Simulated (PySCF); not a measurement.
**`C=C/C=C(\F)C#N`, C₅H₄FN**

Molfile (atoms numbered from 1):
```
C5H4FN
     RDKit          3D

 11 10  0  0  0  0  0  0  0  0999 V2000
   -1.5505    0.2135   -1.4383 C   0  0  0  0  0  0  0  0  0  0  0  0
   -0.9166   -0.3542   -0.4010 C   0  0  0  0  0  0  0  0  0  0  0  0
    0.2524    0.2249    0.2209 C   0  0  0  0  0  0  0  0  0  0  0  0
    0.9099   -0.3331    1.2541 C   0  0  0  0  0  0  0  0  0  0  0  0
    0.5261   -1.4904    1.7882 F   0  0  0  0  0  0  0  0  0  0  0  0
    2.0616    0.2462    1.8694 C   0  0  0  0  0  0  0  0  0  0  0  0
    2.9951    0.7227    2.3653 N   0  0  0  0  0  0  0  0  0  0  0  0
   -1.2040    1.1572   -1.8704 H   0  0  0  0  0  0  0  0  0  0  0  0
   -2.4331   -0.2481   -1.8860 H   0  0  0  0  0  0  0  0  0  0  0  0
   -1.2801   -1.2988    0.0141 H   0  0  0  0  0  0  0  0  0  0  0  0
    0.6418    1.1741   -0.1563 H   0  0  0  0  0  0  0  0  0  0  0  0
  1  2  2  0
  2  3  1  0
  3  4  2  0
  4  5  1  0
  4  6  1  0
  6  7  3  0
  1  8  1  0
  1  9  1  0
  2 10  1  0
  3 11  1  0
M  END
```

Theory: PySCF, quadratic response wB97X-D/def2-SVPD first hyperpolarisability, Taylor convention, gas phase. Geometry: PBE0-D3(BJ)/def2-SVP.

Q: What is the first hyperpolarisability, and how does it disperse?

A: In 10⁻³⁰ esu, Taylor convention; the vector part is βᵢ = ⅓ Σⱼ (βᵢⱼⱼ + βⱼᵢⱼ + βⱼⱼᵢ); β∥ is 3/5 of the vector part along the dipole, the dipole points from − to +:
```csv
process,λ (nm),β vector norm,β∥,β HRS,depolarisation ratio
"static β(0;0,0)",∞,1.33,0.36,0.73,2.75
"second harmonic β(−2ω;ω,ω)",1550,1.50,0.47,0.82,2.80
"Pockels β(−ω;ω,0)",1550,1.38,0.40,–,–
"second harmonic β(−2ω;ω,ω)",1064,1.75,0.62,0.96,2.88
"Pockels β(−ω;ω,0)",1064,1.44,0.43,–,–
"second harmonic β(−2ω;ω,ω)",694.3,3.01,1.38,1.59,3.14
"Pockels β(−ω;ω,0)",694.3,1.64,0.55,–,–
```

Q: Which lowest excitations, dipole and polarisabilities go with it?

A: S1 5.18 eV (f = 0.822); S2 6.03 eV (f = 0.000); S3 6.68 eV (f = 0.000); dipole 4.27 D; isotropic α 75.8 au static, 76.5 au at 1550 nm, 77.3 au at 1064 nm, 78.8 au at 775 nm, 79.7 au at 694.3 nm, 83.0 au at 532 nm, 99.9 au at 347.1 nm.
